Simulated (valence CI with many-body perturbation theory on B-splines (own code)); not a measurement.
Pd²⁵⁺: one-electron terms

Level of theory: valence CI with perturbative core correlation (CI+MBPT): three valence electrons over a frozen Dirac-Fock core [Ar], radial functions for each j: 7 s, 7 p, 8 d, 6 f, 4 g, 1 h, with the one-electron correlation potential Σ1 (screened to all orders), the two-electron term Σ2, the three-electron term Σ3, Breit, model QED; selected single and double excitations, second order for the rest, scaled by the run's own slope (own B-spline code, finite nucleus).

No measured levels were compared; by estimate terms of the open shell hold to 2 to 4 % of their energy, and close levels can change places. Only levels of the ground parity were solved; by the run's estimate the other parity begins above the list, which can be wrong where configurations are misplaced.

These are the spectroscopic orbitals of the CI (the correlating ones are not listed), shaped by the core and the other valence electrons. h is the expectation value of the core's Dirac-Fock operator, without the valence repulsion; Σ1 is computed up to l = 3 at one energy for each symmetry, that of its lowest orbital but kept below the first core excitation, so for empty shells it is not the orbital's own correlation shift; Breit and QED include the response of the core.

| Orbital | h (hartree) | Σ1 (cm⁻¹) | Breit (cm⁻¹) | QED (cm⁻¹) | ⟨r⟩ (bohr) |
| --- | --- | --- | --- | --- | --- |
| 4s1/2 | -31.39 | -7566 | 2242 | 1615 | 0.7036 |
| 5s1/2 | -18.973 | -2785 | 1062 | 775 | 1.160 |
| 6s1/2 | -12.719 | -1373 | 578 | 427 | 1.735 |
| 4p1/2 | -29.954 | -9328 | 3547 | -101 | 0.7051 |
| 5p1/2 | -18.276 | -3393 | 1728 | -47.8 | 1.173 |
| 6p1/2 | -12.33 | -1666 | 958 | -26.1 | 1.759 |
| 4p3/2 | -29.5 | -9047 | 2244 | 60.6 | 0.7169 |
| 5p3/2 | -18.061 | -3347 | 1092 | 30.7 | 1.188 |
| 6p3/2 | -12.211 | -1655 | 628 | 17.4 | 1.776 |
| 3d3/2 | -52.777 | -22127 | 4242 | -473 | 0.3093 |
| 4d3/2 | -27.354 | -9019 | 1486 | -125 | 0.6986 |
| 5d3/2 | -17.049 | -3514 | 730 | -58.1 | 1.191 |
| 3d5/2 | -52.493 | -21562 | 1824 | -298 | 0.3118 |
| 4d5/2 | -27.258 | -8868 | 688 | -70.8 | 0.7015 |
| 5d5/2 | -17.002 | -3447 | 334 | -31.8 | 1.195 |
| 4f5/2 | -25.334 | -18429 | 63.9 | -66.5 | 0.6443 |
| 5f5/2 | -16.132 | -7633 | 28.2 | -32.8 | 1.155 |
| 4f7/2 | -25.307 | -17175 | -169 | -47.7 | 0.6454 |
| 5f7/2 | -16.117 | -7091 | -74.6 | -22.9 | 1.156 |
| 5g7/2 | -15.668 |  | 3.0 | -6.5 | 1.048 |
| 5g9/2 | -15.662 |  | -16.6 | -2.0 | 1.049 |

Among the shells of the start configuration 3d3, Σ1 is largest in size for 3d3/2, where it is 0.19 % of h.

Lowest root of each symmetry, sizes in configuration state functions:

| J | Parity | Roots | Reference | Variational | Second order | Change by selected CI (cm⁻¹) | Change by second order (cm⁻¹) |
| --- | --- | --- | --- | --- | --- | --- | --- |
| 1/2 | even | 2 | 43 | 2238 | 129 | -5135 | 0 |
| 3/2 | even | 5 | 71 | 4007 | 2309 | -3894 | 0 |
| 5/2 | even | 5 | 79 | 4833 | 4975 | -3413 | 0 |
| 7/2 | even | 3 | 66 | 4661 | 372 | -3542 | 0 |
| 9/2 | even | 3 | 49 | 3943 | 335 | -4043 | 0 |
| 11/2 | even | 1 | 25 | 2853 | 299 | -5360 | 0 |
